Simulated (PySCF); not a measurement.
C₅H₄F₂. Atoms are numbered in the order given.

```xyz
11

F      1.4429    -1.4835     0.0000
C      0.6760    -0.3959     0.0000
C     -0.6729    -0.3461     0.0000
F     -1.5276    -1.3659     0.0000
C     -1.1190     1.0825     0.0000
C      0.1852     1.8416     0.0000
C      1.2144     0.9662     0.0000
H     -1.7367     1.3177     0.8862
H     -1.7367     1.3177    -0.8862
H      0.2519     2.9290     0.0000
H      2.2815     1.1906     0.0000
```
Charge 0, spin multiplicity 1.

Coordinates come from a B3LYP-D3(BJ)/def2-SVP optimisation. The values are those of a single conformer.

All values below come from M06-2X/def2-TZVP (PySCF).

Atomic charges (e):

| atom | meta-Löwdin | Mulliken |
|---|---|---|
| F1 | -0.26 | -0.19 |
| C2 | 0.23 | 0.19 |
| C3 | 0.23 | 0.15 |
| F4 | -0.26 | -0.19 |
| C5 | -0.22 | -0.25 |
| C6 | -0.13 | -0.21 |
| C7 | -0.15 | -0.15 |
| H8 | 0.14 | 0.16 |
| H9 | 0.14 | 0.16 |
| H10 | 0.13 | 0.16 |
| H11 | 0.14 | 0.16 |

Q: Give the Mayer and Wiberg (Löwdin basis) orders of the bonds. (An estimate is asked for; the answer gives what the named calculation found.)

A: 
```
bond    Mayer  Wiberg
------  -----  ------
F1–C2    1.04    1.75
C2–C3    1.75    1.75
C3–F4    1.06    1.75
C3–C5    1.05    1.17
C5–C6    0.98    1.19
C2–C7    1.07    1.22
C6–C7    1.78    1.92
C5–H8    0.93    0.82
C5–H9    0.93    0.82
C6–H10   0.94    0.85
C7–H11   0.94    0.84
```
